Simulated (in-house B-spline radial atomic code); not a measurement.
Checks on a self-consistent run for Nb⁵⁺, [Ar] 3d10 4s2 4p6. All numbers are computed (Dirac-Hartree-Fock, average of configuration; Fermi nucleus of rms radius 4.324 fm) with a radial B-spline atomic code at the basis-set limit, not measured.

```json
{"orbital": "1s1/2", "q": "2", "ε (Eh)": "-704.29333", "<1/r>": "42.4015", "<r²>": "0.00175641", "small-component weight": "0.022329"}
{"orbital": "2s1/2", "q": "2", "ε (Eh)": "-103.27157", "<1/r>": "9.65249", "<r²>": "0.0292606", "small-component weight": "0.0045817"}
{"orbital": "2p1/2", "q": "2", "ε (Eh)": "-94.63453", "<1/r>": "9.59177", "<r²>": "0.0222655", "small-component weight": "0.0045535"}
{"orbital": "2p3/2", "q": "4", "ε (Eh)": "-91.09172", "<1/r>": "9.16051", "<r²>": "0.0236258", "small-component weight": "0.0044129"}
{"orbital": "3s1/2", "q": "2", "ε (Eh)": "-20.37468", "<1/r>": "3.29552", "<r²>": "0.2216", "small-component weight": "0.0012135"}
{"orbital": "3p1/2", "q": "2", "ε (Eh)": "-17.06780", "<1/r>": "3.18505", "<r²>": "0.221347", "small-component weight": "0.0011546"}
{"orbital": "3p3/2", "q": "4", "ε (Eh)": "-16.47082", "<1/r>": "3.08463", "<r²>": "0.231282", "small-component weight": "0.0011192"}
{"orbital": "3d3/2", "q": "4", "ε (Eh)": "-10.65403", "<1/r>": "2.87399", "<r²>": "0.221409", "small-component weight": "0.00099358"}
{"orbital": "3d5/2", "q": "6", "ε (Eh)": "-10.54410", "<1/r>": "2.84754", "<r²>": "0.224771", "small-component weight": "0.00098276"}
{"orbital": "4s1/2", "q": "2", "ε (Eh)": "-4.90709", "<1/r>": "1.19058", "<r²>": "1.4369", "small-component weight": "0.00026313"}
{"orbital": "4p1/2", "q": "2", "ε (Eh)": "-3.82527", "<1/r>": "1.08986", "<r²>": "1.68235", "small-component weight": "0.00022841"}
{"orbital": "4p3/2", "q": "4", "ε (Eh)": "-3.73446", "<1/r>": "1.06473", "<r²>": "1.74551", "small-component weight": "0.00022167"}
```

Electron-electron repulsion V_ee = 1365.6857 hartree.

**Question.** What total energy follows from the eigenvalues?

**Answer.** The eigenvalues count the repulsion twice, so E = Σqε - V_ee = -2447.817 - 1365.686 = -3813.503 hartree; the run printed -3813.503.

**Question.** Does the Dirac virial theorem hold?

**Answer.** For a point nucleus E = -2c²Σq·w, with w the small-component weight. Here Σq·w = 0.10153 and c = 137.0360, so the ratio E/(-2c²Σq·w) is 1.000024; the finite nucleus accounts for the departure from 1.

**Question.** What diamagnetic shielding (Lamb formula) and susceptibility (Langevin formula) do the radii give?

**Answer.** σ = (α²/3)Σq<1/r> = 222.634/(3·137.036²) = 3951.9 ppm, and χ = -0.79199×10⁻⁶·Σq<r²> = -13.83×10⁻⁶ cm³/mol with Σq<r²> = 17.467 bohr². Both are non-relativistic formulas without the paramagnetism of open shells.
